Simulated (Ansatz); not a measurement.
## Molecular dynamics of ClH₅OSn

input.yaml

```yaml
crystal:
  periodic: [false, false, false]
  atoms:
    - { symbol: Sn, position_ang: [0.111941, 0.187232, -0.072601] }
    - { symbol: H, position_ang: [0.896474, -0.383805, 1.804504] }
    - { symbol: H, position_ang: [1.543951, -0.373631, -0.794057] }
    - { symbol: Cl, position_ang: [-0.513457, 1.86575, -1.647132] }
    - { symbol: H, position_ang: [-1.302966, -0.725523, 0.116257] }
    - { symbol: O, position_ang: [0.257409, 1.653536, 1.466099] }
    - { symbol: H, position_ang: [0.836846, 2.409424, 1.28935] }
    - { symbol: H, position_ang: [0.761802, 0.659917, 1.935681] }
basis:
  gaussian: { orbitals: def2-mTZVP }
hamiltonian:
  xc: pbe0
md:
  timestep: 0.5
  n_steps: 200
  ensemble: nve
  temperature: 300.0
  initial_velocities: maxwell_boltzmann
  seed: 8490
```

Run as:

```bash
$ ansatz run input.yaml --threads 2 --pin off --max-ram 3072MiB --backend cpu --events-out ev --progress --plain --runs-dir out
```

It starts at the highest image of a converged band. Of that band: Neighbouring images differ by up to 1.5 eV, so the band resolves the path poorly. A vibrational analysis at the climbing image gives one clearly imaginary mode, 1454i cm⁻¹: a first-order saddle point.

Output, in part (one step line in 3, the closing report, with atoms numbered from 0):

```
md step     0: t =     0.00 fs  T =   300.0 K  F+E_penalty+E_count = -20476.34174328 eV  E_kin = 0.232668 eV  conserved = -20476.10907529 eV  (25 SCF iters)
md step     3: t =     1.50 fs  T =   245.7 K  F+E_penalty+E_count = -20476.29913268 eV  E_kin = 0.190579 eV  conserved = -20476.10855367 eV  (31 SCF iters)
md step     6: t =     3.00 fs  T =   156.9 K  F+E_penalty+E_count = -20476.22975966 eV  E_kin = 0.121673 eV  conserved = -20476.10808663 eV  (32 SCF iters)
md step     9: t =     4.50 fs  T =   111.8 K  F+E_penalty+E_count = -20476.19490850 eV  E_kin = 0.086745 eV  conserved = -20476.10816340 eV  (31 SCF iters)
md step    12: t =     6.00 fs  T =   114.2 K  F+E_penalty+E_count = -20476.19653965 eV  E_kin = 0.088532 eV  conserved = -20476.10800771 eV  (31 SCF iters)
md step    15: t =     7.50 fs  T =   175.9 K  F+E_penalty+E_count = -20476.24488520 eV  E_kin = 0.136445 eV  conserved = -20476.10844007 eV  (31 SCF iters)
md step    18: t =     9.00 fs  T =   228.2 K  F+E_penalty+E_count = -20476.28585947 eV  E_kin = 0.176953 eV  conserved = -20476.10890658 eV  (30 SCF iters)
md step    21: t =    10.50 fs  T =   201.7 K  F+E_penalty+E_count = -20476.26498207 eV  E_kin = 0.156412 eV  conserved = -20476.10856963 eV  (30 SCF iters)
md step    24: t =    12.00 fs  T =   149.2 K  F+E_penalty+E_count = -20476.22401265 eV  E_kin = 0.115717 eV  conserved = -20476.10829606 eV  (30 SCF iters)
md step    27: t =    13.50 fs  T =   134.1 K  F+E_penalty+E_count = -20476.21206311 eV  E_kin = 0.104021 eV  conserved = -20476.10804258 eV  (31 SCF iters)
md step    30: t =    15.00 fs  T =   203.5 K  F+E_penalty+E_count = -20476.26600967 eV  E_kin = 0.157841 eV  conserved = -20476.10816903 eV  (31 SCF iters)
md step    33: t =    16.50 fs  T =   322.5 K  F+E_penalty+E_count = -20476.35922087 eV  E_kin = 0.250080 eV  conserved = -20476.10914110 eV  (30 SCF iters)
md step    36: t =    18.00 fs  T =   353.2 K  F+E_penalty+E_count = -20476.38273432 eV  E_kin = 0.273963 eV  conserved = -20476.10877110 eV  (30 SCF iters)
md step    39: t =    19.50 fs  T =   349.9 K  F+E_penalty+E_count = -20476.37892995 eV  E_kin = 0.271343 eV  conserved = -20476.10758694 eV  (30 SCF iters)
md step    42: t =    21.00 fs  T =   488.5 K  F+E_penalty+E_count = -20476.48694696 eV  E_kin = 0.378891 eV  conserved = -20476.10805582 eV  (30 SCF iters)
md step    45: t =    22.50 fs  T =   688.6 K  F+E_penalty+E_count = -20476.64411025 eV  E_kin = 0.534058 eV  conserved = -20476.11005266 eV  (30 SCF iters)
md step    48: t =    24.00 fs  T =   720.1 K  F+E_penalty+E_count = -20476.66661919 eV  E_kin = 0.558448 eV  conserved = -20476.10817168 eV  (30 SCF iters)
md step    51: t =    25.50 fs  T =   820.9 K  F+E_penalty+E_count = -20476.74586089 eV  E_kin = 0.636623 eV  conserved = -20476.10923740 eV  (30 SCF iters)
md step    54: t =    27.00 fs  T =   872.2 K  F+E_penalty+E_count = -20476.78656537 eV  E_kin = 0.676460 eV  conserved = -20476.11010571 eV  (30 SCF iters)
md step    57: t =    28.50 fs  T =   751.0 K  F+E_penalty+E_count = -20476.68995272 eV  E_kin = 0.582456 eV  conserved = -20476.10749711 eV  (30 SCF iters)
md step    60: t =    30.00 fs  T =   818.9 K  F+E_penalty+E_count = -20476.74310584 eV  E_kin = 0.635140 eV  conserved = -20476.10796597 eV  (30 SCF iters)
md step    63: t =    31.50 fs  T =  1004.0 K  F+E_penalty+E_count = -20476.88919782 eV  E_kin = 0.778678 eV  conserved = -20476.11051993 eV  (30 SCF iters)
md step    66: t =    33.00 fs  T =   987.3 K  F+E_penalty+E_count = -20476.87366800 eV  E_kin = 0.765729 eV  conserved = -20476.10793862 eV  (30 SCF iters)
md step    69: t =    34.50 fs  T =  1055.2 K  F+E_penalty+E_count = -20476.92784343 eV  E_kin = 0.818360 eV  conserved = -20476.10948318 eV  (30 SCF iters)
md step    72: t =    36.00 fs  T =  1056.2 K  F+E_penalty+E_count = -20476.92903403 eV  E_kin = 0.819125 eV  conserved = -20476.10990942 eV  (30 SCF iters)
md step    75: t =    37.50 fs  T =   902.8 K  F+E_penalty+E_count = -20476.80752905 eV  E_kin = 0.700189 eV  conserved = -20476.10734002 eV  (30 SCF iters)
md step    78: t =    39.00 fs  T =   957.2 K  F+E_penalty+E_count = -20476.85051300 eV  E_kin = 0.742386 eV  conserved = -20476.10812730 eV  (31 SCF iters)
md step    81: t =    40.50 fs  T =  1100.3 K  F+E_penalty+E_count = -20476.96381015 eV  E_kin = 0.853380 eV  conserved = -20476.11043007 eV  (30 SCF iters)
md step    84: t =    42.00 fs  T =  1085.1 K  F+E_penalty+E_count = -20476.94874676 eV  E_kin = 0.841571 eV  conserved = -20476.10717593 eV  (30 SCF iters)
md step    87: t =    43.50 fs  T =  1251.0 K  F+E_penalty+E_count = -20477.08052117 eV  E_kin = 0.970218 eV  conserved = -20476.11030362 eV  (30 SCF iters)
md step    90: t =    45.00 fs  T =  1274.2 K  F+E_penalty+E_count = -20477.09777557 eV  E_kin = 0.988205 eV  conserved = -20476.10957080 eV  (30 SCF iters)
md step    93: t =    46.50 fs  T =  1178.8 K  F+E_penalty+E_count = -20477.02136660 eV  E_kin = 0.914238 eV  conserved = -20476.10712855 eV  (31 SCF iters)
md step    96: t =    48.00 fs  T =  1318.2 K  F+E_penalty+E_count = -20477.13103590 eV  E_kin = 1.022309 eV  conserved = -20476.10872674 eV  (31 SCF iters)
md step    99: t =    49.50 fs  T =  1459.5 K  F+E_penalty+E_count = -20477.24233159 eV  E_kin = 1.131908 eV  conserved = -20476.11042316 eV  (30 SCF iters)
md step   102: t =    51.00 fs  T =  1454.6 K  F+E_penalty+E_count = -20477.23536150 eV  E_kin = 1.128166 eV  conserved = -20476.10719547 eV  (30 SCF iters)
md step   105: t =    52.50 fs  T =  1610.0 K  F+E_penalty+E_count = -20477.35952280 eV  E_kin = 1.248675 eV  conserved = -20476.11084788 eV  (30 SCF iters)
md step   108: t =    54.00 fs  T =  1541.6 K  F+E_penalty+E_count = -20477.30449142 eV  E_kin = 1.195634 eV  conserved = -20476.10885713 eV  (30 SCF iters)
md step   111: t =    55.50 fs  T =  1447.9 K  F+E_penalty+E_count = -20477.23018636 eV  E_kin = 1.122949 eV  conserved = -20476.10723730 eV  (32 SCF iters)
md step   114: t =    57.00 fs  T =  1574.3 K  F+E_penalty+E_count = -20477.33040285 eV  E_kin = 1.220997 eV  conserved = -20476.10940615 eV  (31 SCF iters)
md step   117: t =    58.50 fs  T =  1620.3 K  F+E_penalty+E_count = -20477.36631524 eV  E_kin = 1.256646 eV  conserved = -20476.10966886 eV  (30 SCF iters)
md step   120: t =    60.00 fs  T =  1612.9 K  F+E_penalty+E_count = -20477.35856249 eV  E_kin = 1.250915 eV  conserved = -20476.10764783 eV  (30 SCF iters)
md step   123: t =    61.50 fs  T =  1732.6 K  F+E_penalty+E_count = -20477.45467931 eV  E_kin = 1.343747 eV  conserved = -20476.11093240 eV  (30 SCF iters)
md step   126: t =    63.00 fs  T =  1600.6 K  F+E_penalty+E_count = -20477.34957203 eV  E_kin = 1.241332 eV  conserved = -20476.10823987 eV  (30 SCF iters)
md step   129: t =    64.50 fs  T =  1536.5 K  F+E_penalty+E_count = -20477.29885699 eV  E_kin = 1.191628 eV  conserved = -20476.10722933 eV  (31 SCF iters)
md step   132: t =    66.00 fs  T =  1689.5 K  F+E_penalty+E_count = -20477.42047532 eV  E_kin = 1.310335 eV  conserved = -20476.11014069 eV  (30 SCF iters)
md step   135: t =    67.50 fs  T =  1686.6 K  F+E_penalty+E_count = -20477.41692710 eV  E_kin = 1.308082 eV  conserved = -20476.10884554 eV  (30 SCF iters)
md step   138: t =    69.00 fs  T =  1705.2 K  F+E_penalty+E_count = -20477.43108658 eV  E_kin = 1.322469 eV  conserved = -20476.10861721 eV  (30 SCF iters)
md step   141: t =    70.50 fs  T =  1770.1 K  F+E_penalty+E_count = -20477.48318635 eV  E_kin = 1.372801 eV  conserved = -20476.11038581 eV  (30 SCF iters)
md step   144: t =    72.00 fs  T =  1638.1 K  F+E_penalty+E_count = -20477.37823645 eV  E_kin = 1.270451 eV  conserved = -20476.10778525 eV  (30 SCF iters)
md step   147: t =    73.50 fs  T =  1651.0 K  F+E_penalty+E_count = -20477.38822941 eV  E_kin = 1.280452 eV  conserved = -20476.10777789 eV  (31 SCF iters)
md step   150: t =    75.00 fs  T =  1804.7 K  F+E_penalty+E_count = -20477.51016134 eV  E_kin = 1.399692 eV  conserved = -20476.11046965 eV  (30 SCF iters)
md step   153: t =    76.50 fs  T =  1780.5 K  F+E_penalty+E_count = -20477.48896433 eV  E_kin = 1.380918 eV  conserved = -20476.10804676 eV  (30 SCF iters)
md step   156: t =    78.00 fs  T =  1842.2 K  F+E_penalty+E_count = -20477.53829164 eV  E_kin = 1.428707 eV  conserved = -20476.10958488 eV  (30 SCF iters)
md step   159: t =    79.50 fs  T =  1837.8 K  F+E_penalty+E_count = -20477.53530789 eV  E_kin = 1.425353 eV  conserved = -20476.10995539 eV  (30 SCF iters)
md step   162: t =    81.00 fs  T =  1683.8 K  F+E_penalty+E_count = -20477.41326049 eV  E_kin = 1.305887 eV  conserved = -20476.10737306 eV  (30 SCF iters)
md step   165: t =    82.50 fs  T =  1736.3 K  F+E_penalty+E_count = -20477.45490545 eV  E_kin = 1.346599 eV  conserved = -20476.10830665 eV  (30 SCF iters)
md step   168: t =    84.00 fs  T =  1856.8 K  F+E_penalty+E_count = -20477.55071022 eV  E_kin = 1.440063 eV  conserved = -20476.11064755 eV  (30 SCF iters)
md step   171: t =    85.50 fs  T =  1793.3 K  F+E_penalty+E_count = -20477.49843393 eV  E_kin = 1.390811 eV  conserved = -20476.10762274 eV  (30 SCF iters)
md step   174: t =    87.00 fs  T =  1858.4 K  F+E_penalty+E_count = -20477.55117493 eV  E_kin = 1.441303 eV  conserved = -20476.10987143 eV  (30 SCF iters)
md step   177: t =    88.50 fs  T =  1830.8 K  F+E_penalty+E_count = -20477.52915286 eV  E_kin = 1.419923 eV  conserved = -20476.10922990 eV  (30 SCF iters)
md step   180: t =    90.00 fs  T =  1753.7 K  F+E_penalty+E_count = -20477.46739707 eV  E_kin = 1.360081 eV  conserved = -20476.10731609 eV  (30 SCF iters)
md step   183: t =    91.50 fs  T =  1892.5 K  F+E_penalty+E_count = -20477.57661682 eV  E_kin = 1.467734 eV  conserved = -20476.10888258 eV  (30 SCF iters)
md step   186: t =    93.00 fs  T =  2023.3 K  F+E_penalty+E_count = -20477.67922132 eV  E_kin = 1.569154 eV  conserved = -20476.11006731 eV  (30 SCF iters)
md step   189: t =    94.50 fs  T =  2022.9 K  F+E_penalty+E_count = -20477.67687553 eV  E_kin = 1.568911 eV  conserved = -20476.10796456 eV  (30 SCF iters)
md step   192: t =    96.00 fs  T =  2106.9 K  F+E_penalty+E_count = -20477.74407664 eV  E_kin = 1.634041 eV  conserved = -20476.11003556 eV  (30 SCF iters)
md step   195: t =    97.50 fs  T =  2049.3 K  F+E_penalty+E_count = -20477.69812317 eV  E_kin = 1.589319 eV  conserved = -20476.10880454 eV  (30 SCF iters)
md step   198: t =    99.00 fs  T =  1988.9 K  F+E_penalty+E_count = -20477.64998747 eV  E_kin = 1.542480 eV  conserved = -20476.10750732 eV  (30 SCF iters)
md step   200: t =   100.00 fs  T =  2056.5 K  F+E_penalty+E_count = -20477.70367009 eV  E_kin = 1.594907 eV  conserved = -20476.10876327 eV  (26 SCF iters)
Total energy: -20477.70370716 eV, -752.5417309521 hartree
Atom 0 at     0.075632    -0.107946    -0.262888 Å, force     0.294016    -0.487068    -0.926575 eV/Å
Atom 1 at    -0.980807    -0.415042     0.985668 Å, force    -0.499268    -0.088773     0.410179 eV/Å
Atom 2 at     1.643815     0.115767     0.321463 Å, force     0.235800    -0.133461    -0.031046 eV/Å
Atom 3 at    -0.428541     1.974675    -1.189562 Å, force    -0.223441     0.273738    -0.114270 eV/Å
Atom 4 at    -0.128806    -1.229101    -1.618712 Å, force     0.171861     0.479332     0.679251 eV/Å
Atom 5 at     0.475204     3.330006     1.895582 Å, force    -1.796827     1.200856     0.467470 eV/Å
Atom 6 at    -0.441686     3.468546     1.506940 Å, force     1.735359    -0.309297     0.552119 eV/Å
Atom 7 at     0.476392     3.968963     2.657107 Å, force     0.082500    -0.935327    -1.037127 eV/Å
Dipole moment:    -0.138318    -0.244807     0.375075 e Å
```

The run went to its last step. The conserved energy stayed within 0.26 meV per atom of its start (net change 0.039 meV per atom), so the integration is sound. The kinetic energy rose, since the run started high on the potential surface and went downhill. It ends in pieces (ClH3Sn + H2O), so much of that is their flight and rotation, not heat. A run of 0.1 ps of so small a system gives no equilibrium averages. The orbitals stay closed-shell, which can raise the energy where a bond breaks towards radicals; this wasn't checked here.

Between its relaxed ends the band would form Sn1–O6, H2–H8 and break Sn1–H2, O6–H8. These pairs go: Sn1–O6 2.13 → 4.08 Å, H2–H8 1.06 → 4.91 Å, Sn1–H2 2.11 → 1.66 Å, O6–H8 1.21 → 0.99 Å. In the last frame they stand as before the step (other bonds may differ from the relaxed reactants and products). It ends as ClH3Sn + H2O. Pairs count as bonded within 1.25 times the sum of covalent radii (0.12 Å more for H–H).

Last frame:

```xyz
8
Properties=species:S:1:pos:R:3
Sn 0.076 -0.108 -0.263
H -0.981 -0.415 0.986
H 1.644 0.116 0.322
Cl -0.428 1.975 -1.190
H -0.129 -1.229 -1.619
O 0.475 3.330 1.896
H -0.442 3.469 1.507
H 0.476 3.969 2.657
```

The run took 7.5 min on 2 threads of Arm Neoverse V2, with other jobs on the host, peak memory 0.21 GiB.
